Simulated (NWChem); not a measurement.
System: C₂H₅FOSi; SMILES C([SiH2]F)(C)=O

Excerpt of the output:

```
             Northwest Computational Chemistry Package (NWChem) 7.3.0
             --------------------------------------------------------

                             Geometry "geometry" -> ""
                             -------------------------

 Output coordinates in angstroms (scale by  1.889725989 to convert to a.u.)

  No.       Tag          Charge          X              Y              Z
 ---- ---------------- ---------- -------------- -------------- --------------
    1 C                    6.0000    -1.49117200     1.19446600     0.00000000
    2 C                    6.0000    -0.01626500     0.86055400     0.00000000
    3 O                    8.0000     0.85307000     1.72042400     0.00000000
    4 Si                  14.0000     0.67816100    -0.93441500     0.00000000
    5 F                    9.0000    -0.51134500    -2.03396200     0.00000000
    6 H                    1.0000    -1.97684000     0.75161200    -0.87972800
    7 H                    1.0000    -1.63452400     2.27885700     0.00000000
    8 H                    1.0000    -1.97684000     0.75161200     0.87972800
    9 H                    1.0000     1.49994000    -1.10326500    -1.22254100
   10 H                    1.0000     1.49994000    -1.10326500     1.22254100

 Effective nuclear repulsion energy (a.u.)     222.9002553378

                                 NWChem DFT Module
                                 -----------------

 Summary of "ao basis" -> "ao basis" (spherical)
 ------------------------------------------------------------------------------
       Tag                 Description            Shells   Functions and Types
 ---------------- ------------------------------  ------  ---------------------
 C                           6-31g*                  6       14   3s2p1d
 O                           6-31g*                  6       14   3s2p1d
 Si                          6-31g*                  8       18   4s3p1d
 F                           6-31g*                  6       14   3s2p1d
 H                           6-31g*                  2        2   2s

 in cosmo_initialize ...
 calling solv_data for solv:h2o

 solvent parameters
 solvname_short: h2o
 solvname_long:  water
 dielec:       78.4000
 dielecinf:     1.7769
 aqueous SMD model solvent descriptors
 dielec:       78.4000
 sola:          0.8200

[...]

                                COSMO-SMD solvation results
                                ---------------------------

             internal energy in gas <Psi(g)|H|Psi(g)> =      -543.816038986451
         internal energy in solvent <Psi(s)|H|Psi(s)> =      -543.814058742189
                               delta internal energy  =         0.001980244262 (    1.24 kcal/mol)
   total free energy in solvent <Psi(s)|H+V/2|Psi(s)> =      -543.825328691561
 polarization energy contribution <Psi(s)|V/2|Psi(s)> =        -0.011269949373 (   -7.07 kcal/mol)
    total free energy in solvent including G(SMD-CDS) =      -543.818212458203
                       G(SMD-CDS) energy contribution =         0.007116233358 (    4.47 kcal/mol)
     1 M fixed-concentration free energy of solvation =        -0.002173471752 (   -1.36 kcal/mol)

                       DFT Final Molecular Orbital Analysis
                       ------------------------------------

 Vector   22  Occ=2.000000D+00  E=-3.727308D-01
              MO Center= -2.5D-01,  7.0D-01,  4.3D-09, r^2= 4.2D+00
   Bfn.  Coefficient  Atom+Function         Bfn.  Coefficient  Atom+Function
  ----- ------------  ---------------      ----- ------------  ---------------
    31      0.308005   3 O  px                4      0.280797   1 C  py
    18     -0.244526   2 C  py               35      0.195603   3 O  px
    77      0.188374   7 H  s                49     -0.159281   4 Si px
    63      0.155196   5 F  px               78      0.151671   7 H  s
    20      0.135612   2 C  s                 8      0.131832   1 C  py

 Vector   23  Occ=2.000000D+00  E=-3.438331D-01
              MO Center=  9.6D-01, -8.0D-01, -6.0D-09, r^2= 3.2D+00
   Bfn.  Coefficient  Atom+Function         Bfn.  Coefficient  Atom+Function
  ----- ------------  ---------------      ----- ------------  ---------------
    51      0.331367   4 Si pz               82     -0.286843   9 H  s
    84      0.286843  10 H  s                65     -0.255780   5 F  pz
    33     -0.221813   3 O  pz               81     -0.222101   9 H  s
    83      0.222101  10 H  s                69     -0.195573   5 F  pz
    37     -0.152201   3 O  pz               47     -0.134344   4 Si pz

 Vector   24  Occ=2.000000D+00  E=-2.502740D-01
              MO Center=  3.6D-01,  1.0D+00,  5.1D-10, r^2= 2.5D+00
   Bfn.  Coefficient  Atom+Function         Bfn.  Coefficient  Atom+Function
  ----- ------------  ---------------      ----- ------------  ---------------
    32      0.383407   3 O  py               31     -0.334169   3 O  px
    36      0.305724   3 O  py               35     -0.244050   3 O  px
     3     -0.234763   1 C  px                6     -0.233395   1 C  s
    50      0.232948   4 Si py               20      0.219165   2 C  s
    18     -0.196478   2 C  py               48      0.188079   4 Si s

 Vector   25  Occ=0.000000D+00  E=-4.906726D-02
              MO Center=  1.9D-01,  8.7D-01, -1.6D-10, r^2= 2.2D+00
   Bfn.  Coefficient  Atom+Function         Bfn.  Coefficient  Atom+Function
  ----- ------------  ---------------      ----- ------------  ---------------
    23      0.496793   2 C  pz               19      0.479109   2 C  pz
    37     -0.418557   3 O  pz               33     -0.398577   3 O  pz
    82      0.250847   9 H  s                84     -0.250847  10 H  s
    55      0.208600   4 Si pz               76      0.149619   6 H  s
    80     -0.149619   8 H  s                51      0.132020   4 Si pz

[...]
```

Level: B3LYP/6-31G* (spherical d), SMD on the gas-phase geometry. Coordinates come from a B3LYP/6-31G* (spherical d) optimisation. B3LYP is NWChem's, with the RPA form of VWN correlation. Solvent: water.

**Question.** Reconstruct the input file.

**Answer.** One answer among several that fit: the input that was run:
```
start job
memory heap 200 mb stack 900 mb global 1100 mb
geometry units angstroms noautosym nocenter noautoz
  C     -1.491172     1.194466     0.000000
  C     -0.016265     0.860554     0.000000
  O      0.853070     1.720424     0.000000
  Si     0.678161    -0.934415     0.000000
  F     -0.511345    -2.033962     0.000000
  H     -1.976840     0.751612    -0.879728
  H     -1.634524     2.278857     0.000000
  H     -1.976840     0.751612     0.879728
  H      1.499940    -1.103265    -1.222541
  H      1.499940    -1.103265     1.222541
end
basis spherical
  * library 6-31g*
end
dft
  xc b3lyp
  iterations 150
end
cosmo
  do_cosmo_smd true
  solvent water
end
task dft energy
```
